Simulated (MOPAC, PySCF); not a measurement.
CH4OSi, SMILES `O=C[SiH3]`, neutral singlet in the gas phase. 

Cartesian coordinates (Å):
SMILES: [SiH3]C=O
```xyz
7

O      1.8615     0.8773    -0.1293
C      1.1177    -0.0095     0.2014
Si    -0.7772     0.0198    -0.1472
H      1.5309    -0.8991     0.7373
H     -1.1319     1.2667    -0.8628
H     -1.1150    -1.1813    -0.9561
H     -1.4859    -0.0740     1.1567
```
Charge 0, multiplicity 1.

All levels are single points at this geometry (PBE0-D3(BJ)/def2-TZVP); Pople sets use spherical d functions. Orbital energies aren't observables, and empty levels follow the basis.

```csv
level,HOMO (eV),LUMO (eV),gap (eV),dipole (D),"vertical IE, Delta-SCF (eV)"
TPSSh-D3(BJ)/def2-TZVP in PySCF,-6.36,-2.15,4.20,2.10,–
B3LYP/LANL2DZ in PySCF,-6.82,-1.68,5.13,2.54,–
BP86/6-31G* in PySCF,-5.47,-2.50,2.97,1.85,–
HF/6-31G* in PySCF,-10.72,2.95,13.67,2.57,8.50
PM6 in MOPAC,-9.08,-0.38,8.70,2.92,–
PM7 in MOPAC,-9.65,0.31,9.96,2.43,–
```
